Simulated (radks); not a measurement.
Valence configurations of neutral cobalt (all share [Ar]). Method: Dirac Kohn-Sham, BLYP, spin-unpolarised, spherical densities, point nucleus; open shells are shared between the two j in proportion to 2j + 1; computed with a radial shooting solver on a logarithmic mesh with Libxc functionals. Energies are relative to 3d7 4s2; eigenvalues in eV.

| valence | E (eV) | e(3d3/2) | e(3d5/2) | e(4p1/2) | e(4p3/2) | e(4s1/2) |
|---|---|---|---|---|---|---|
| 3d8 4s1 | -1.150 | -4.300 | -4.126 | - | - | -4.389 |
| 3d9 | -0.006 | -1.936 | -1.778 | - | - | - |
| 3d7 4s2 | 0.000 | -8.221 | -8.028 | - | - | -5.414 |
| 3d6.5 4s2 4p0.5 | 4.105 | -11.624 | -11.421 | -1.950 | -1.888 | -6.603 |
| 3d7 4s1 4p1 | 4.368 | -10.033 | -9.839 | -2.084 | -2.025 | -6.591 |
| 3d6.5 4s1 4p1.5 | 8.961 | -13.257 | -13.052 | -2.643 | -2.568 | -7.599 |
| 3d7 4p2 | 9.069 | -11.549 | -11.354 | -2.717 | -2.646 | - |
| 3d6 4s2 4p1 | 9.632 | -15.191 | -14.978 | -2.569 | -2.489 | -7.695 |
| 3d6 4p3 | 20.506 | -18.072 | -17.856 | -3.742 | -3.640 | - |
| 3d5 4s2 4p2 | 25.364 | -22.841 | -22.605 | -3.740 | -3.624 | -9.725 |

NIST lists [Ar] 3d7 4s2 as the ground configuration; this level of theory puts 3d8 4s1 lower, by 1.150 eV. The energies are those of spherical spin-averaged densities, not of single terms.
